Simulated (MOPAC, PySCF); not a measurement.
HBF$_{2}$O, SMILES `FB(F)O` (H–O–B–F torsion 180°), neutral singlet in the gas phase. 

Cartesian coordinates (Å):
SMILES: OB(F)F
```xyz
5

O      0.8280    -0.5895    -0.0043
B     -0.3838    -0.0051     0.0014
F     -1.4654    -0.7565     0.0038
F     -0.5339     1.3138     0.0047
H      1.5552     0.0373    -0.0056
```
Charge 0, multiplicity 1.

All levels are single points at this geometry (PBE0-D4/def2-TZVP); Pople sets use spherical d functions. Orbital energies aren't observables, and empty levels follow the basis.

```csv
level,HOMO (eV),LUMO (eV),gap (eV),dipole (D),"vertical IE, Delta-SCF (eV)"
B3LYP-D3(BJ)/def2-TZVP in PySCF,-10.45,-0.08,10.37,2.01,–
PBE-D3(BJ)/def2-TZVP in PySCF,-8.90,-0.49,8.41,1.95,–
PBE0-D4/def2-TZVP in PySCF,-10.73,0.34,11.08,2.01,–
B3LYP/6-311+G** in PySCF,-10.55,-0.68,9.87,2.08,–
B3LYP/6-31G* in PySCF,-9.88,1.60,11.48,2.01,13.42
BP86/6-31G* in PySCF,-8.42,0.94,9.36,1.97,–
PBE/6-31G* in PySCF,-8.29,0.99,9.28,1.96,–
HF/3-21G in PySCF,-15.03,5.94,20.97,2.48,–
HF/6-31G* in PySCF,-15.11,5.66,20.77,2.14,12.49
HF/STO-3G in PySCF,-11.30,9.89,21.19,1.57,–
AM1 in MOPAC,-13.71,1.81,15.51,1.74,–
PM6 in MOPAC,-13.65,0.94,14.59,2.08,–
PM7 in MOPAC,-13.21,-0.33,12.88,2.07,–
```
